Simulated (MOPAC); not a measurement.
Input for MOPAC: PM3 on AsH3 (SMILES [AsH3]), a point of a bond scan (R = 4.881 Å).

```
PM3 1SCF PRECISE CHARGE=0 THREADS=1
AsH3

As     0.00042674 1     0.00037277 1     0.07075147 1
H     -0.90141732 1     3.94267619 1    -2.66161064 1
H     -0.93712035 1    -0.86192286 1    -0.76812259 1
H      1.20443737 1    -0.38272110 1    -0.78356432 1
```

Program output:

```
*******************************************************************************
 **                                                                           **
 **                              MOPAC v23.2.5                                **
 **                                                                           **
 *******************************************************************************
 ** MOPAC's Digital Object Identifier: https://doi.org/10.5281/zenodo.6511958 **
 **                                                                           **
 ** Please cite the open-source release paper for use of this MOPAC version:  **
 ** J. E. Moussa and J. J. P. Stewart (2026)                                  **
 ** MOPAC: An open-source semiempirical molecular orbital program             **
 ** J. Open Source Softw., 11(119), 8025, https://doi.org/10.21105/joss.08025 **
 *******************************************************************************

                              PM3 CALCULATION RESULTS

 *******************************************************************************
 *  PM3        - The PM3 Hamiltonian to be used
 *
 *
 *
 *                 CHARGE ON SYSTEM = 0
 *
 *
 *
 *  PRECISE    - TIGHTER CRITERIA TO BE USED
 *  1SCF       - DO 1 SCF AND THEN STOP
 *  THREADS=1  - MULTI-THREADING NOT USED
 *  T=         - A TIME OF 172800.0 SECONDS REQUESTED
 *  DUMP=N     - RESTART FILE WRITTEN EVERY 7200.0 SECONDS REQUESTED
 *******************************************************************************
PM3 1SCF PRECISE CHARGE=0 THREADS=1
 AsH3

   ATOM   CHEMICAL          X               Y               Z
  NUMBER   SYMBOL      (ANGSTROMS)     (ANGSTROMS)     (ANGSTROMS)

     1      As          0.00042674  *   0.00037277  *   0.07075147  *
     2       H         -0.90141732  *   3.94267619  *  -2.66161064  *
     3       H         -0.93712035  *  -0.86192286  *  -0.76812259  *
     4       H          1.20443737  *  -0.38272110  *  -0.78356432  *



          CARTESIAN COORDINATES

    NO.       ATOM           X           Y           Z

     1        As          0.0004      0.0004      0.0708
     2         H         -0.9014      3.9427     -2.6616
     3         H         -0.9371     -0.8619     -0.7681
     4         H          1.2044     -0.3827     -0.7836

  H: (PM3): J. J. P. STEWART, J. COMP. CHEM. 10, 209 (1989).
 As: (PM3): J. J. P. STEWART, J. COMP. CHEM. 12, 320-341 (1991).

           Empirical Formula: H3 As  =     4 atoms



      MOLECULAR POINT GROUP   :   Cs


      RHF CALCULATION, NO. OF DOUBLY OCCUPIED LEVELS = 4



 ALL CONVERGERS ARE NOW FORCED ON
 SHIFT=10, PULAY ON, CAMP-KING ON
 AND ITERATION COUNTER RESET



 -------------------------------------------------------------------------------
 PM3 1SCF PRECISE CHARGE=0 THREADS=1
 AsH3



     1SCF WAS SPECIFIED, SO BFGS WAS NOT USED
     SCF FIELD WAS ACHIEVED


                              PM3 CALCULATION
                                                       MOPAC v23.2.5 Linux




          FINAL HEAT OF FORMATION =        182.26990 KCAL/MOL =     762.61724 KJ/MOL


          COSMO AREA              =         88.67 SQUARE ANGSTROMS
          COSMO VOLUME            =         60.66 CUBIC ANGSTROMS

          IONIZATION POTENTIAL    =          7.167636 EV
          HOMO LUMO ENERGIES (EV) =         -7.168 -4.114
          NO. OF FILLED LEVELS    =          4
          MOLECULAR WEIGHT        =         77.9453         POINT GROUP:  Cs

          MOLECULAR DIMENSIONS (Angstroms)

            Atom       Atom       Distance
            H     3    H     2     5.16437
            H     4    H     2     2.14446
            H     4   As     1     1.02323


          SCF CALCULATIONS        =          1





   ATOM   CHEMICAL          X               Y               Z
  NUMBER   SYMBOL      (ANGSTROMS)     (ANGSTROMS)     (ANGSTROMS)

     1      As          0.00042674  *   0.00037277  *   0.07075147  *
     2       H         -0.90141732  *   3.94267619  *  -2.66161064  *
     3       H         -0.93712035  *  -0.86192286  *  -0.76812259  *
     4       H          1.20443737  *  -0.38272110  *  -0.78356432  *

                             CARTESIAN COORDINATES

   1   As        0.000426740     0.000372770     0.070751470
   2    H       -0.901417320     3.942676190    -2.661610640
   3    H       -0.937120350    -0.861922860    -0.768122590
   4    H        1.204437370    -0.382721100    -0.783564320


           Empirical Formula: H3 As  =     4 atoms



      MOLECULAR POINT GROUP   :   Cs


                  EIGENVALUES
 -20.15865 -12.78010 -10.66863  -7.16764  -4.11392   0.61577   1.06175


              NET ATOMIC CHARGES AND DIPOLE CONTRIBUTIONS

  ATOM NO.   TYPE          CHARGE      No. of ELECS.   s-Pop       p-Pop
    1         As           0.220956        4.7790     1.87020     2.90884
    2          H          -0.009533        1.0095     1.00953
    3          H          -0.105712        1.1057     1.10571
    4          H          -0.105711        1.1057     1.10571
 DIPOLE           X         Y         Z       TOTAL
 POINT-CHG.    -0.094     0.452     0.985     1.088
 HYBRID         0.204    -0.960    -1.462     1.761
 SUM            0.110    -0.508    -0.477     0.706


          ATOMIC ORBITAL ELECTRON POPULATIONS

     Atom    s        px        py        pz
    1 As   1.87020   0.91132   0.96483   1.03269
    2  H   1.00953
    3  H   1.10571
    4  H   1.10571

 **********************
 *                    *
 * JOB ENDED NORMALLY *
 *                    *
 **********************




 == MOPAC DONE ==
```

The run finished.

Cost: around 0.04 core-seconds (rough).
